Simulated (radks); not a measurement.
Values are calculated unless marked as measured or tabulated.
Spherical quantum dot in the effective-mass picture: electrons in a hard-walled sphere of radius 2.8, all in effective atomic units (hartree* = m*/eps^2 hartree, bohr* = eps/m* bohr), one dielectric constant everywhere. Level of theory: non-relativistic Kohn-Sham, LDA (Slater exchange, Perdew-Wang correlation), spin-polarised, spherical densities (a radial shooting solver with Libxc functionals). Levels are named by radial order and angular momentum (1s, 1p, 1d, 2s, ...), and open shells are averaged over m. Results are scaled to m* = 0.615 and eps = 7.2, for which hartree* = 322.8 meV and bohr* = 0.6195 nm.

N = 12, configuration 1s2 1p6 1d(up 4, down 0). This is the lowest configuration that the search found. Occupied and some empty levels:

level,occupation,eigenvalue (meV),<r> (nm)
1s up,1,2012.1,1.052
1s down,1,2042.0,1.044
1p up,3,2151.5,1.136
1p down,3,2184.1,1.133
1d up,4,2367.4,1.196
1d down,0,2401.3,1.195
1f up,0,2648.9,1.242
2s up,0,2661.9,0.8053
2s down,0,2678.4,0.8073
1f down,0,2683.3,1.241
2p up,0,3044.8,0.9175
2p down,0,3065.4,0.9165

Energy (meV): total 15641.1, kinetic 6058.1, external 0, Hartree 11478, exchange-correlation -1894.7.
